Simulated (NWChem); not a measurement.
C4H9O, doublet; SMILES C([CH]O)CC

```xyz
14

C     -0.1822    -2.3664     0.1588
C     -0.3258    -0.9480    -0.3685
C      0.6821     0.0323     0.2503
C      0.5360     1.4375    -0.2021
O     -0.6079     2.0520     0.2093
H     -0.9179    -3.0461    -0.2981
H      0.8206    -2.7738    -0.0503
H     -0.3294    -2.4035     1.2504
H     -1.3422    -0.5695    -0.1692
H     -0.2073    -0.9403    -1.4663
H      0.5723     0.0015     1.3506
H      1.7096    -0.3043     0.0300
H      0.9540     1.7593    -1.1661
H     -0.6572     2.9272    -0.1869
```
Atoms are numbered in this order, from 1.

All runs: NWChem. Spin-unrestricted. Geometry: optimised at PBE0/def2-SVP, spin-unrestricted. Not confirmed as a minimum by frequencies. No stability test was run on the SCF state.

For level PBE0/def2-SVPD:

| Quantity | Result |
|---|---|
| highest occupied level (eV) | -4.90 |
| lowest empty minus highest occupied level, either spin (eV) | 4.49 |

How do the values read with level PBE0/STO-3G instead?

highest occupied level (eV): -1.91
lowest empty minus highest occupied level, either spin (eV): 5.26
